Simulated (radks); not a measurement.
Numerical settings for neutral xenon, [Xe]. Method: scalar-relativistic Kohn-Sham, PBE, spin-polarised, spherical densities, point nucleus; computed with a radial shooting solver on a logarithmic mesh with Libxc functionals. The defaults (mesh step 0.008 in ln r, mesh end at 40 bohr or more with all orbitals vanishing there, Anderson mixing 0.5 over 9 steps, residual threshold near 1e-9 with the energy settled to 1e-9 hartree or 1e-11 of itself, here a cap of 69 iterations) give E = -7447.3013 hartree and 5p at -8.235 eV in 12 iterations. Run on one thread of a shared host, so times are rough (Arm Neoverse V1): 0.23 s of CPU time, 0.23 s wall, 12 iterations on 2725 mesh points. Changes against that run (0 stands for a change within the tolerance of the run):

| setting | iterations | converged | E (mhartree) | e(5p) (meV) | CPU (s) |
|---|---|---|---|---|---|
| mesh step in ln r 0.2 | 2 | no | diverged | - | 0.03 |
| mesh step in ln r 0.012 | 12 | yes | 0 | 0 | 0.16 |
| mesh step in ln r 0.003 | 12 | yes | 0 | 0 | 0.58 |
| mesh end (bohr) 20 | 12 | yes | 0 | 0 | 0.22 |
| mesh end (bohr) 5 | 12 | yes | +86.3 | +1.68e+03 | 0.2 |
| residual threshold 1e-16 | 69 | no | 0 | 0 | 0.56 |
| residual threshold 0.1 | 9 | yes | 0 | +0.207 | 0.19 |
| mixing 2.5 | 14 | yes | 0 | 0 | 0.26 |
| linear mixing, mixing 1 | 69 | no | +1.56e+05 | +8.24e+03 | 2.2 |
| linear mixing, mixing 0.05 | 69 | no | +2.82 | -137 | 1.1 |
| mixing history 20 | 16 | yes | 0 | 0 | 0.27 |
| iteration cap 8 | 8 | no | 0 | +0.207 | 0.16 |

Settings that end as converged yet miss the energy by more than 1 mhartree: mesh end (bohr) 5 (+0.0863 hartree). A mesh that ends early acts as a hard wall.
